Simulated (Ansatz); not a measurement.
One group Y is varied and pulled off as a radical: Y-Sn(OH)3. Isolated molecules, 0 K electronic values unless said otherwise. Each species was relaxed from one start; no search for lower structures was made at this level. In the def2 sets, heavy atoms carry core potentials. Strings in code marks are SMILES.

The hole reorganisation energy (four-point) from two functionals at the same geometries (PBE0-D3(BJ)/def2-SVP), both in Ansatz (an electronic-structure program): PBE-D3(BJ)/def2-TZVP and B3LYP-D3(BJ)/def2-TZVP. B3LYP has the VWN-RPA correlation part, as in Gaussian. 

```csv
species,PBE-D3(BJ)/def2-TZVP (eV),B3LYP-D3(BJ)/def2-TZVP (eV)
Y = n-butyl (`CCC[CH2][Sn]([OH])([OH])[OH]`),1.153,1.461
Y = allyl (`C=C[CH2][Sn]([OH])([OH])[OH]`),1.220,1.507
Y = benzyl (`[OH][Sn]([OH])([OH])[CH2]c1ccccc1`),0.935,1.087
Y = phenyl,0.820,1.044
Y = but-3-enyl (`C=CC[CH2][Sn]([OH])([OH])[OH]`),1.110,1.400
```

Over these rows, drawn at random from the members with no instability flagged (it was tested for open shells, ions and some series alone), PBE minus B3LYP-D3(BJ): mean -0.252 eV, from -0.308 eV to -0.152 eV.
